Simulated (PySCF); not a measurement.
# What a mistake does to a calculation on BH5O2Si

All numbers below are calculated, not measured. They come from PySCF 2.14.0, an open-source quantum chemistry program, on an isolated molecule that a program drew, which may never have been made. The molecule is BH5O2Si (charge 0, singlet), drawn as the SMILES string `OBO[SiH3]`.

Each row is a Hartree-Fock (HF) and frozen-core CCSD(T) single point in the cc-pV(D+d)Z basis, meant for a local HF minimum. Run 1 is clean. Each other run has one planted mistake out of seven kinds, and not every kind appears here: one electron removed, one electron added, multiplicity raised by two, geometry at a saddle point, minimal basis STO-3G, one bond length entered in bohr, all coordinates scaled. The reference is restricted for singlets and unrestricted otherwise, and also for a bond in bohr. Adding or removing an electron swaps singlet and doublet. Electrons count all cores. HOMO and LUMO are orbital energies over both spins, the gradient is its largest component, and the lowest frequency (negative if imaginary) is given only where the gradient is small. Bond lengths are over the 8 bonds as drawn. T1 is the CCSD diagnostic: over 0.02 (restricted) or 0.045 (unrestricted) a single reference is doubtful.

Geometry of the clean run:
```xyz
9
BH5O2Si, angstrom
O    -1.8959   -0.9249   -3.3204
B    -1.0276   -0.9926   -2.2910
O    -1.4793   -0.9174   -1.0082
Si   -0.7839   -0.9569    0.4939
H    -2.7934   -0.8253   -3.0345
H     0.1373   -1.1194   -2.5450
H     0.6811   -1.1114    0.3775
H    -1.1014    0.3038    1.1915
H    -1.3500   -2.0948    1.2435
```

```
run,electrons,basis functions,<S^2>,HOMO (eV),LUMO (eV),gradient (hartree/bohr),lowest frequency (cm^-1),mean bond (Å),longest bond (Å),T1,HF (hartree),CCSD(T) (hartree),mistake
1,40,90,0.000,-12.66,3.97,2.5e-05,49,1.3676,1.656,0.0135,-466.41118,-467.01712,no fault
2,40,90,2.019,-3.90,-3.69,8.1e-02,-,1.3676,1.656,0.0585,-466.09819,-466.71553,multiplicity raised by two
3,39,90,0.770,-18.59,-8.70,1.2e-01,-,1.3676,1.656,0.0471,-466.00809,-466.59335,one electron removed
4,40,90,0.000,-12.72,4.05,2.8e-02,-,1.3403,1.623,0.0129,-466.40724,-467.00950,all coordinates scaled
5,41,90,0.756,2.94,9.12,7.8e-02,-,1.3676,1.656,0.0178,-466.28344,-466.90910,?
```

**Which mistake was planted in run 5, and what did it cost?**

It counts 41 electrons, one more than the clean run, at the same geometry and basis. So the mistake is: one electron added. Subtracting run 1 and multiplying by 627.51 kcal/mol a hartree, the energy moved by 80.2 kcal/mol in HF and 67.8 kcal/mol in CCSD(T).

Cautions from the logs. Run 2: T1 is over the limit, so its CCSD(T) energy is less reliable; run 3: T1 is over the limit, so its CCSD(T) energy is less reliable; run 5: the HOMO is above zero, so the electron isn't bound and the energy depends on the basis.
